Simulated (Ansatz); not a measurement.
Cost and result for the atomization energy of `[SiH2]1S[S][GaH]1` (7 atoms, 7 bonds).

```json
{"atom": "Si1", "x (Å)": "0.8716", "y (Å)": "0.6251", "z (Å)": "0.0391"}
{"atom": "S2", "x (Å)": "0.9148", "y (Å)": "-1.0059", "z (Å)": "1.4622"}
{"atom": "S3", "x (Å)": "-0.9605", "y (Å)": "-1.7893", "z (Å)": "0.8938"}
{"atom": "Ga4", "x (Å)": "-1.2605", "y (Å)": "-0.2116", "z (Å)": "-0.6450"}
{"atom": "H5", "x (Å)": "2.0120", "y (Å)": "0.5506", "z (Å)": "-0.9155"}
{"atom": "H6", "x (Å)": "0.9439", "y (Å)": "1.9481", "z (Å)": "0.7187"}
{"atom": "H7", "x (Å)": "-2.5213", "y (Å)": "-0.1171", "z (Å)": "-1.5533"}
```

Charge 0, multiplicity 1. Correlated methods include outer-core shells of Ga, which these sets cover unevenly. Scalar relativity is left out up to krypton. The geometry is a stationary point of PBE0-D4/def2-TZVP. Program: Ansatz. All runs use 4 threads of an Arm Neoverse V2 on a shared host. Times are those of one run each, without the atoms' runs, and a repeat can differ threefold. Electronic energies, without spin–orbit coupling; frozen cores. CCSD(T)/CBS adds CCSD(T) − MP2 in def2-TZVPP to the MP2 limit, and its time is that of the two runs behind it. T1 = 0.016. With those shells the extrapolation isn't a true limit. B3LYP takes the VWN-RPA correlation (the form of Gaussian; ORCA's B3LYP/G). HSE06 is the plane-wave form, built on full-range PBE exchange.

CCSD(T)/CBS is a level of theory with its own doubt, some kJ/mol a heavy atom from the limit and from the frozen cores, so smaller differences don't rank the functionals.

```tsv
level	functions	wall time
LDA (SPW92)/def2-TZVPP	216	1.4 s
revPBE-D4/def2-TZVPP	216	2.2 s
PBE-D4/def2-TZVPP (with forces)	216	2.6 s
CCSD(T)/def2-SVP	101	3 s
PBE0-D4/def2-TZVPP	216	3.6 s
HSE06-D4/def2-TZVPP	216	4.4 s
B2PLYP/def2-TZVPP	216	5 s
r2SCAN-D4/def2-TZVPP (with forces)	216	5.5 s
B3LYP-D4/def2-TZVPP (with forces)	216	5.5 s
r2SCANh-D4/def2-TZVPP	216	6.5 s
MP2/def2-QZVPP	389	16 s
CCSD(T)/def2-TZVPP	216	68 s
CCSD(T)/CBS(def2)	–	84 s
```

Problem. What atomization energy does each give, and how far from CCSD(T)/CBS? (Estimate.)

Solution. Computed: 
```
                             level  atomization (kcal/mol)  difference from CCSD(T)/CBS  per bond
            LDA (SPW92)/def2-TZVPP                   525.5                         70.4      10.1
              revPBE-D4/def2-TZVPP                   448.6                         -6.5      -0.9
   PBE-D4/def2-TZVPP (with forces)                   459.3                          4.2       0.6
                  CCSD(T)/def2-SVP                   404.2                        -50.9      -7.3
                PBE0-D4/def2-TZVPP                   453.2                         -1.9      -0.3
               HSE06-D4/def2-TZVPP                   453.6                         -1.5      -0.2
                 B2PLYP/def2-TZVPP                   440.0                        -15.1      -2.2
r2SCAN-D4/def2-TZVPP (with forces)                   458.5                          3.4       0.5
 B3LYP-D4/def2-TZVPP (with forces)                   445.9                         -9.2      -1.3
             r2SCANh-D4/def2-TZVPP                   455.1                          0.0       0.0
                    MP2/def2-QZVPP                   454.5                         -0.6      -0.1
                CCSD(T)/def2-TZVPP                   438.2                        -16.9      -2.4
                 CCSD(T)/CBS(def2)                   455.1                          0.0       0.0
```

The D4 term adds +10.3 kcal/mol with B3LYP and +5.3 kcal/mol with PBE0; it sums over pairs of atoms, weighted by their polarisabilities, and B3LYP, whose exchange is more repulsive, gets the larger term. From r2SCAN to r2SCAN0 (25 % exact exchange), in def2-TZVPP and without D4, the atomization energy moves by −8.5 kcal/mol: exact exchange takes away binding that semilocal exchange gives to molecules. At CCSD(T), def2-SVP lies −51.0 kcal/mol from the extrapolated value and def2-TZVPP −16.9 kcal/mol: correlation converges slowly with the basis, and small sets miss more of it in the bonded molecule than in its fragments.
